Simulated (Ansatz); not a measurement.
## Ligand exchange: C2H6FIn + MgH(OH) → C2H7InO + MgHF

Species: C2H6FIn `C[CH2][InH][F]`, singlet; MgH(OH), singlet; C2H7InO `C[CH2][InH][OH]`, singlet; MgHF `[F][MgH]`, singlet. The partners trade F for OH: In–F and Mg–OH bonds give way to In–OH and Mg–F.

Shapes, held fixed at every level: PBE0-D4/def2-TZVP. Flexible molecules stand in one conformer, not always the lowest. Programs: Ansatz 0.2.0. The zero-point and thermal change to 298 K, harmonic and unscaled (PBE0-D4/def2-TZVP), is +0.9 kJ/mol.

```csv
level,kind,ΔH(298 K) (kJ/mol),less CCSD(T)/def2-TZVPP
HF/def2-SVP,Hartree–Fock,-5.7,+12.9
HF/def2-TZVPP,Hartree–Fock,-8.1,+10.5
PBE0-D4/def2-TZVPP,global hybrid,-15.2,+3.4
r2SCAN0-D4/def2-TZVPP,global hybrid,-11.5,+7.1
wB97X-V/def2-TZVPP,range-separated hybrid,-13.0,+5.6
CCSD(T)/def2-SVP,coupled cluster or CI,-17.7,+0.9
CCSD(T)/def2-TZVPP,coupled cluster or CI,-18.6,0.0
```

The highest level, CCSD(T)/def2-TZVPP, gives ΔH(298 K) = -18.6 kJ/mol; the levels span -18.6 to -5.7. The column of differences is taken from that level and isn't an error. No measured value is set beside it here. For atoms past krypton def2 sets carry core potentials with scalar relativity. Correlated rows may include outer-core shells of In, Mg, which these sets cover unevenly.
